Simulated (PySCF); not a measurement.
# Polarisability and C₆ of Sc+ (scandium, charge +1)

[Ar] 4s2, closed-shell 1S (an excited configuration). Computed with PySCF 2.14 in aug-cc-pwCVTZ-DK, with scalar relativity by spin-free X2C-1e. Coupled (time-dependent) response in atomic units; α is the mean over directions.

```tsv
method	mean α (bohr³)	C₆ (like pair)	S(−4)
wB97M-V	56.92	477.5	1635
```

S(−4) is the Cauchy moment in α(ω) = α(0) + S(−4) ω² + …

α(iu) at wB97M-V:

```csv
u (hartree),α(iu) (bohr³)
0,56.92
0.0500,53.12
0.100,44.34
0.200,27.15
0.300,17.04
0.500,8.548
0.750,4.936
1.00,3.394
1.50,1.998
2.00,1.339
3.00,0.7259
5.00,0.3164
```

For an ion, C₆ is the dispersion term alone; charge-induced terms of lower order in 1/R come first.
